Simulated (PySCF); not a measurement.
**Electronic structure of Ga+ (gallium, charge +1) at the UHF level**

Configuration: [Ar] 3d10 4s2, closed-shell 1S. Calculation: PySCF 2.14, in cc-pVTZ-PP with ECP10MDF (5s4p3d1f, 39 functions); a scalar-relativistic core potential.

```json
{
  "Total energy": "-258.098725 hartree",
  "One-electron energy": "-457.0667 hartree",
  "Hartree (Coulomb) energy": "220.5257 hartree",
  "Exchange energy": "-21.5577 hartree",
  "⟨S²⟩": "0.0000",
  "⟨L²⟩": "0.000",
  "Sum of ⟨r⟩": "17.93 bohr",
  "Sum of ⟨r²⟩": "24.45 bohr²",
  "Time after the integrals": "0.14 s of wall time on 1 thread of Neoverse-N1 (shared host)"
}
```

| shell | electrons | mean orbital energy (hartree) | rms radius, mean of both spins (bohr) |
| --- | --- | --- | --- |
| 3s | 2 | -6.89536 | 0.701 |
| 3p | 6 | -4.87541 | 0.739 |
| 3d | 10 | -1.46890 | 0.890 |
| 4s | 2 | -0.69927 | 2.48 |

Energies and moments cover only the electrons outside the core potential.
